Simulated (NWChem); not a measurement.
System: C2H6O2Si; SMILES O1COC[SiH2]1

```xyz
11

C     -0.8758    -1.1340     0.1310
O      0.4420    -1.3525    -0.3205
C      1.2907    -0.3005     0.1607
Si     0.1278     1.2112    -0.0542
O     -1.2555     0.2211    -0.0634
H     -1.5371    -1.7981    -0.4639
H     -0.9685    -1.3870     1.2206
H      1.5728    -0.4559     1.2323
H      2.2172    -0.3052    -0.4448
H      0.1259     2.1789     1.0955
H      0.2644     1.9588    -1.3486
```
Atoms are numbered in this order, from 1.

Computed with NWChem. Coordinates come from a PBE-D3(BJ)/def2-SVP optimisation. Vzz is the largest principal value of the second derivative of the potential at the nucleus (NWChem prints the opposite sign); η is the asymmetry. Non-relativistic.

| level | Vzz O2 (a.u.) | η O2 | Vzz O5 (a.u.) | η O5 |
|---|---|---|---|---|
| CAM-B3LYP/def2-SVP | -1.855 | 0.96 | 1.553 | 0.63 |
| Hartree-Fock/def2-TZVP | -2.004 | 0.94 | 1.640 | 0.59 |
| Hartree-Fock/cc-pVTZ | -1.999 | 0.94 | 1.643 | 0.58 |
